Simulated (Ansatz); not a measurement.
The cluster SnS₂⁻. Total charge -1; doublet. Geometry r2SCAN-D4/def2-TZVP, that of the neutral singlet; atoms count from 1.

```xyz
3

Sn    1.2495   -0.2308    0.6596
S    -1.1013    0.2755    0.6291
S    -0.1482   -0.0446   -1.2886
```

In the def2 sets Sn takes a core potential; there is no spin–orbit coupling. The highest occupied level of the charge -1 doublet lies above zero (up to 0.48 eV). By energy differences its removal costs 1.25 eV (vertical, to the charge 0 singlet, at PBE0-D4/def2-TZVPD); a positive level beside a positive removal energy at the same level points to self-interaction error. The structure comes from a short search, and lower isomers may exist.

Q: Estimate the Mulliken populations from the PBE0/def2-TZVPD orbitals of Ansatz.

A: 
```
atom  charge (e)  spin (α − β)
 Sn1        0.01          0.98
  S2       -0.50          0.01
  S3       -0.50          0.01
```
Mulliken values and Mayer orders depend strongly on the basis. With diffuse functions, as here, like atoms can get unlike values, and bond orders can come out too low or too high.

Q: Where does the spin sit?

A: Summed by element: Sn 0.98, S 0.02, of 1 unpaired in all. Largest on single atoms: Sn1 0.98, S3 0.01, S2 0.01.

Q: And the Mayer bond orders between bonded heavy atoms (over 0.3)?

A: Sn1–S2 0.81 (2.40 Å); Sn1–S3 0.81 (2.40 Å); S2–S3 1.01 (2.17 Å).
